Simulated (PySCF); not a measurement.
Broadened absorption spectrum of C4H11PSi

C4H11PSi.
Z-matrix (Å and degrees, GFN2-xTB geometry), rows numbered from 1:
```
C 
C   1  1.5238
C   2  1.5086  1  111.61
C   3  1.4962  2  121.25  1   159.06
P   4  1.8520  3   66.41  2  -115.99
Si  5  2.2436  3  103.94  4   -92.33
H   1  1.0874  2  110.72  3  -178.80
H   1  1.0878  2  110.41  3    60.97
H   1  1.0883  2  110.10  3   -58.44
H   2  1.0927  1  109.70  3   122.18
H   2  1.0955  1  109.39  3  -119.86
H   3  1.0888  2  112.41  1   -60.03
H   4  1.0830  3  117.79  5  -108.14
H   4  1.0823  3  117.77  5   110.10
H   6  1.4687  5  113.27  3    61.23
H   6  1.4649  5  112.49  3   -61.61
H   6  1.4617  5  104.50  3   179.85
```

Computed, not measured: TDDFT CAM-B3LYP/def2-SVPD, vertical, gas phase, core orbitals frozen in the response (PySCF).

Computed states:

```tsv
state	E (eV)	f
S1	5.37	0.0077
S2	6.36	0.055
S3	6.68	0.060
S4	6.78	0.188
S5	6.87	0.017
S6	6.94	0.046
S7	7.26	0.029
S8	7.35	0.020
```

Each state is given a Gaussian of 0.25 eV full width at half maximum, with ε(max) = 2.175×10⁸ f / Δν̃ (Δν̃ the width in cm⁻¹). The width is an assumption, not a result. The curve ends short of the highest state used, and states not computed would add to its high-energy end.

**Question.** Give the broadened spectrum and its maxima.

**Answer.** 
E (eV), ε (L mol⁻¹ cm⁻¹) and a bar:
```
     5.00          2 
     5.04          6 
     5.08         19 
     5.12         49 
     5.16        112 
     5.20        221 
     5.24        380 
     5.28        566 #
     5.32        732 #
     5.36        822 #
     5.40        800 #
     5.44        676 #
     5.49        448 #
     5.53        275 
     5.57        147 
     5.61         68 
     5.65         27 
     5.69          9 
     5.73          3 
     5.77          1 
     5.81          0 
     5.85          0 
     5.89          0 
     5.93          1 
     5.97          6 
     6.01         24 
     6.05         77 
     6.10        277 
     6.14        656 #
     6.18       1348 ##
     6.22       2405 ###
     6.26       3723 ####
     6.30       5006 ######
     6.34       5859 #######
     6.38       6012 #######
     6.42       5532 ######
     6.46       4870 ######
     6.50       4708 #####
     6.54       5704 ######
     6.58       8262 #########
     6.62      12351 ##############
     6.66      17407 ####################
     6.71      23442 ###########################
     6.75      26505 ##############################
```

Maxima: 231 nm (5.37 eV), ε about 830, made up of S1 (100%); 195 nm (6.37 eV), ε about 6000, made up of S2 (98%) (ε in L mol⁻¹ cm⁻¹; maxima over ε = 5, shares over 10%). At its high-energy end, 6.75 eV, the curve is still rising (ε about 27000, from S3 and S4).

**Question.** Coming from long wavelengths, where does ε first pass 100 L mol⁻¹ cm⁻¹?

**Answer.** At about 241 nm (5.15 eV), 0.22 eV below S1.

**Question.** What would ε be at 6.37 eV, the highest of these maxima, with half the width (0.125 eV)?

**Answer.** About 11800 L mol⁻¹ cm⁻¹ against 6040, a factor of about 1.95; a lone state at its own centre would give exactly 2.

**Question.** On this curve, what absorbance would a 10⁻⁴ mol/L sample give at 193 nm over a 1 cm path?

**Answer.** 193 nm is 6.424 eV, where ε is about 5500 L mol⁻¹ cm⁻¹, so A = ε c l ≈ 0.55 (Beer–Lambert, with the gas-phase spectrum and the assumed width).

One conformer stands for the species.
